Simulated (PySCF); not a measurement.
**Vibration and rotation of CaF**

UHF-CCSD(T) constants of CaF, ²Σ⁺ (doublet), unpaired electrons σ ↑ (PySCF, no relativity, basis sets Ca def2-TZVP, F def2-TZVP; masses 39.9626 and 18.9984 u):

| Property | Result |
| --- | --- |
| ωe | 571.6 cm⁻¹ |
| ωexe | 2.75 cm⁻¹ |
| Be | 0.33065 cm⁻¹ |
| αe | 0.00225 cm⁻¹ |
| De to Ca + F | 5.06 eV |

Q: What force constant and bond length do these constants imply?

A: Reduced mass μred = 12.877 u; k = 5.8918×10⁻⁷·μred·ωe² (u, cm⁻¹, mdyn/Å) = 2.48 mdyn/Å; Re = √(16.8576/(μred·Be)) (u, cm⁻¹, Å) = 1.990 Å.

Q: Estimate the centrifugal constant D from the Kratzer relation and find the Dunham coefficient a1.

A: D = 4Be³/ωe² = 4.43e-07 cm⁻¹; a1 = −1 − αeωe/(6Be²) = -2.96.

Correlated steps freeze 6 core orbitals. The state is the lowest determinant that a PBE0 search found; another state may lie lower at other levels.
